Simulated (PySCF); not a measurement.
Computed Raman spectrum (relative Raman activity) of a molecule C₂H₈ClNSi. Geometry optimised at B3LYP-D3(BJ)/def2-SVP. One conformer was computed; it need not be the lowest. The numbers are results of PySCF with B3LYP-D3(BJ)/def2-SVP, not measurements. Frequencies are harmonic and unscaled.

Lines under 2 % of the strongest are left out, and lines within 2 cm⁻¹ are merged.

```tsv
ν (cm⁻¹)	relative intensity
467	3.1
655	5.7
1427	5.8
1430	3.5
1434	8.0
1552	2.6
3032	100
3124	65
3130	58
3553	51
3641	32
```

Which molecule gave these data?
A. CNC[SiH2]Cl
B. CCN[SiH2]Cl
C. C[Si](C)(N)Cl
D. CN[Si@H](C)Cl

C, C[Si](C)(N)Cl
